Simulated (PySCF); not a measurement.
Compound: C7H4F2O.
SMILES: `O=C1C=CC(F)=CC(F)=C1`

A PySCF run (density fitting, gas phase, GFN2-xTB geometry) gave HOMO -8.45 eV, LUMO -1.72 eV, dipole 3.06 D.

Problem. Which of these levels was it?
A. CAM-B3LYP/IGLO-II
B. PBE0/pcSseg-1
C. PBE0/6-31G
D. PBE0/def2-SVPD

Solution. A. It is CAM-B3LYP/IGLO-II. All candidates on this geometry:

```tsv
level and settings	kind	basis functions	SCF cycles	E (Eh)	HOMO (eV)	LUMO (eV)	dipole (D)
PBE0/pcSseg-1	global hybrid	190	17	-543.3747	-7.33	-2.83	3.07
PBE0/def2-SVPD	global hybrid	241	17	-543.0581	-7.38	-2.86	3.17
PBE0/6-31G	global hybrid	98	17	-543.2868	-7.14	-2.58	2.99
CAM-B3LYP/IGLO-II, start guess atom, level shift 0.1 Eh	range-separated hybrid	244	14	-543.9460	-8.45	-1.72	3.06
```

The nearest other candidate, by the summed differences of HOMO and LUMO, is PBE0/6-31G: its HOMO differs by +1.31 eV and its LUMO by -0.86 eV. Cycle counts include a coarse-grid stage where the run had one.
